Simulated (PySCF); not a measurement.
Working out the ionisation energy of N⁺

N⁺ [He] 2s2 2p2 (3P) → N²⁺ [He] 2s2 2p1 (2P). Calculation: PySCF 2.14, in x2c-TZVPall (5s3p2d1f, 31 functions); scalar relativity by spin-free X2C-1e. Frozen: 1s2. Energies in hartree (1 hartree = 27.21139 eV):

```json
{"part": "UHF", "N⁺ (lower)": "-53.921524", "N²⁺ (upper)": "-52.848339"}
{"part": "CCSD correlation", "N⁺ (lower)": "-0.091635", "N²⁺ (upper)": "-0.082295"}
{"part": "(T)", "N⁺ (lower)": "-0.001571", "N²⁺ (upper)": "-0.001016"}
```

What does Hartree-Fock give?

(-52.848339) − (-53.921524) = 1.073185 hartree = 29.203 eV.

What do CCSD and CCSD(T) give?

The CCSD correlation energies differ by 0.009340 hartree = 0.254 eV and the triples by 0.000555 hartree = 0.015 eV, so CCSD gives 29.457 eV and CCSD(T) 29.472 eV.

Reference: 29.601 eV (semi-empirical (NIST evaluation); NIST Atomic Spectra Database, ionization energies), between the lowest levels; spin-orbit coupling is absent from the calculation.

What remains against the reference includes basis incompleteness, the frozen core and higher excitations.
